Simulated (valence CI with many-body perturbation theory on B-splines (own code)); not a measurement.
## Which ion has this spectrum?

A relativistic CI+MBPT calculation for an atom or ion with 41 electrons gives these levels (cm⁻¹):

```tsv
J	Parity	E	g
5/2	even	0.0	1.55
5/2	even	52969	1.26
7/2	even	83759	1.15
3/2	even	86718	1.24
11/2	even	89870	1.14
9/2	even	98301	1.15
5/2	even	102185	1.14
1/2	even	107235	1.81
7/2	even	118539	1.11
5/2	even	136676	1.23
3/2	even	146980	0.79
7/2	even	151107	1.22
11/2	even	155491	1.07
9/2	even	160593	1.15
```

The energies are calculated, and their last digits are not significant.

Q: Which is it?
A. Tm28+
B. Dy25+
C. Tb24+
D. Ho26+

A: D. Ho26+, ground level (4d3/2^4 4d5/2) J=5/2.
